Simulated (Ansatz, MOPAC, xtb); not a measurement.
Spectroscopic constants of MoBr, multiplicity 6 (lowest of 2S+1 = 2, 4, 6, 8 at CCSD(T)/def2-TZVPP on PBE0 minima; our sources give no spin for the ground state, which may be another). No spin–orbit coupling. Br is treated without relativity.

Constants: fifth-degree fit in 1/R to seven points, most abundant isotopes. In def2 and cc sets the state is the lowest found near the PBE0 minimum, followed along R.

Run with Ansatz (a program for electronic structure) with Gaussian orbitals; MOPAC for AM1, PM6, PM7 (differences of heats of formation); xtb for the GFN methods. Each number belongs to the level named beside it. In def2 rows elements past Kr take small-core potentials, without spin–orbit coupling. The GFN methods have no spin term and hold the electronic entropy of 300 K.

| level | r_e (Å) | ω_e (cm⁻¹) | α_e (cm⁻¹) | B_e (cm⁻¹) | dipole (D) |
|---|---|---|---|---|---|
| AM1 | 2.408 | 371 | 0.00014 | 0.0665 | - |
| PM6 | 2.552 | 171 | 0.00015 | 0.0592 | - |
| PM7 | 2.482 | 265 | 0.00026 | 0.0626 | - |
| GFN1-xTB | 2.412 | 340 | 0.00027 | 0.0663 | - |
| SVWN5/def2-TZVPP | 2.376 | 291 | 0.00024 | 0.0683 | 3.48 |
| PBE/def2-TZVPP | 2.425 | 269 | 0.00024 | 0.0656 | 3.78 |
| r2SCAN/def2-TZVPP | 2.432 | 270 | 0.00023 | 0.0652 | 4.17 |
| B97M-V/def2-TZVPP | 2.458 | 259 | 0.00024 | 0.0639 | 4.55 |
| B3LYP/def2-TZVPP | 2.452 | 262 | 0.00023 | 0.0642 | 4.46 |
| PBE0/def2-TZVPP | 2.433 | 268 | 0.00024 | 0.0652 | 4.62 |
| BHLYP/def2-TZVPP | 2.468 | 257 | 0.00023 | 0.0633 | 5.43 |
| CAM-B3LYP/def2-TZVPP | 2.448 | 265 | 0.00023 | 0.0644 | 4.96 |
| wB97X-V/def2-TZVPP | 2.446 | 265 | 0.00023 | 0.0645 | 5.20 |
| wB97M-V/def2-TZVPP | 2.451 | 264 | 0.00023 | 0.0642 | 5.10 |
| B2PLYP/def2-TZVPP | 2.441 | 267 | 0.00023 | 0.0647 | - |
| CCSD/def2-TZVPP | 2.450 | 266 | 0.00023 | 0.0643 | - |
| CCSD(T)/def2-TZVPP | 2.439 | 270 | 0.00023 | 0.0649 | - |

Correlated levels freeze the inner cores; with def2 sets outer-core shells near the valence are correlated too. The state that AM1, PM6, PM7 reach isn't checked; PM7 holds dispersion and hydrogen-bond terms.
